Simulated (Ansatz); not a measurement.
Two structures of GaHBrCl, closed shell, reached by relaxing down either side of one saddle point (PBE0-D4/def2-TZVP). Energies are electronic, without zero-point energy. Computed with Ansatz 0.2.0 (basis: def2-TZVPP and def2-QZVPP); correlated methods freeze the cores. Filled d shells of the heavier atoms are correlated. The def2 sets are not built for correlating such inner shells, so the correlated values are less sure here. Extrapolation: Hartree–Fock as exp(−7.88 √X), correlation as X^−2.97. First:

| atom | x (Å) | y (Å) | z (Å) |
| --- | --- | --- | --- |
| Ga1 | 1.5270 | 0.3463 | -0.8895 |
| Br2 | -0.6467 | -0.4550 | -1.6580 |
| H3 | -0.7681 | -0.1296 | 0.7431 |
| Cl4 | -0.1122 | 0.2381 | 1.8044 |

Second:

```csv
atom,x (Å),y (Å),z (Å)
Ga1,1.7434,0.5218,-0.1820
Br2,-1.1437,-0.5792,-1.4434
H3,-1.0133,-0.3241,-0.0316
Cl4,0.4137,0.3814,1.6569
```

(1) Which bonds change from the first to the second?

(2) Give the saddle point's structure and its height above each. (To be estimated.)

The search had been set up for a 1,1-elimination (forming Br2–H3, breaking Ga1–Br2, Ga1–H3); from that guess it ended on this step instead.

No T1 diagnostic of these runs exceeds 0.011.

Results:

(1) GaBr + HCl → GaCl + HBr; bonds formed: Ga1–Cl4, Br2–H3; bonds broken: Ga1–Br2, H3–Cl4.

(2) Computed: 8.03 kcal/mol above the first and 5.32 kcal/mol above the second (CCSD(T) at an estimated basis limit (MP2 extrapolated from triple and quadruple zeta, plus CCSD(T) − MP2 in triple zeta)).
Ga1  (1.534, 0.417, -0.438)
Br2  (-0.932, -0.500, -1.359)
H3  (-0.708, -0.189, 0.222)
Cl4  (0.105, 0.272, 1.575)
(Å)

For scale, one of the runs: CCSD(T)/def2-TZVPP, 152 basis functions, launched by `ansatz run in.yaml --threads 2 --pin off --events-out ev --progress --plain --max-ram 4352MiB`. Hardware: 2 CPU threads of an Intel Xeon Platinum 8375C, shared host. Wall time 36 s; peak host memory 0.98 GiB.
